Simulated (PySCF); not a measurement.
# r2SCAN on Ag (silver, neutral)

Configuration: [Kr] 4d9 5s1 6s1, high-spin 4D determinant (an excited configuration). Computed with PySCF 2.14 in aug-cc-pVTZ-PP with ECP28MDF (6s6p5d3f2g, 88 functions), with a scalar-relativistic core potential.

```
Total energy                                                  : -146.5993 hartree
One-electron energy                                           : -255.1131 hartree
Hartree (Coulomb) energy                                      : 122.3580 hartree
Exchange-correlation energy                                   : -13.8442 hartree
⟨S²⟩                                                          : 3.7517
⟨L²⟩                                                          : 6.015
Sum of ⟨r⟩                                                    : 31.04 bohr
Sum of ⟨r²⟩                                                   : 111.8 bohr²
Traceless quadrupole moment −½Σ⟨3z² − r²⟩ along its main axis : -0.162 e·bohr²
```

```tsv
shell	electrons	mean orbital energy (eV)	spread (eV)	rms radius, mean of both spins (bohr)
4s α	1	-110.22	0	0.974
4s β	1	-108.94	0	0.974
4p α	3	-71.727	1.686	1.07
4p β	3	-70.433	0.281	1.07
4d α	5	-16.291	1.940	1.47
4d β	4	-15.083	1.329	1.47
5s α	1	-9.946	0	2.87
6s α	1	-1.632	0	8.68
```

Energies and moments cover only the electrons outside the core potential. The outer electron is Rydberg-like, and this basis confines it to a smaller radius and binds it less than a complete one would.
